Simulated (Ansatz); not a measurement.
`[NH2][GaH][NH2]`. Total charge 0; spin multiplicity 1.

Cartesian coordinates in Å:
```
N -0.732 -1.381 -0.200
Ga -0.511 0.385 0.159
N 1.177 1.046 0.056
H 0.016 -2.020 -0.410
H -1.617 -1.851 -0.127
H -1.715 1.292 0.535
H 1.397 2.016 0.198
H 1.985 0.513 -0.212
```

(1) List the harmonic frequencies (cm⁻¹, unscaled) at PBE0-D4/def2-TZVP in Ansatz. (Estimate.)

(2) Is this a minimum?

(3) Give the ideal-gas thermochemistry at 298.15 K and 1 bar (rigid rotor, harmonic oscillator; point group C2v, symmetry number 2).

Results:

(1) Ansatz gave: 53, 121, 179, 318, 368, 540, 550, 691, 719, 744, 764, 1558, 1570, 2028, 3627, 3627, 3732, 3733.

(2) Yes, all 18 modes are real.

(3) Zero-point energy 149.1 kJ/mol; H(298) − E = 168.6 kJ/mol; entropy 322.9 J/(mol·K), of which translation 166.6, rotation 94.5, vibration 61.8; G(298) − E = 72.3 kJ/mol. Modes under 100 cm⁻¹ are hindered rotations or soft bends, so the harmonic entropy is rough.
